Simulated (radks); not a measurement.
Results of a calculation; reference values are marked as such.
Problem. Neutral carbon, 6 electrons, occupied as [He] 2s2 2p2. Code: a radial shooting solver on a logarithmic mesh with Libxc functionals. Model: Dirac Kohn-Sham, PBE, spin-unpolarised, spherical densities, finite nucleus; open shells are shared between the two j in proportion to 2j + 1; Fermi nuclear charge, rms radius 2.4702 fm. Some entries of the table are withheld. Estimate them.

orbital      occ.  eigenvalue (hartree)  <1/r> (bohr^-1)  <r> (bohr)
1s1/2           2                   (1)            5.648      0.2706
2s1/2           2              -0.50533           0.9211       1.571
2p1/2    0.666667                   (2)              (3)         (4)
2p3/2     1.33333                   (5)              (6)         (7)

Solution. 
(1) 1s1/2 eigenvalue (hartree): -10.04637
(2) 2p1/2 eigenvalue (hartree): -0.19445
(3) 2p1/2 <1/r> (bohr^-1): 0.7687
(4) 2p1/2 <r> (bohr): 1.799
(5) 2p3/2 eigenvalue (hartree): -0.19412
(6) 2p3/2 <1/r> (bohr^-1): 0.7680
(7) 2p3/2 <r> (bohr): 1.800
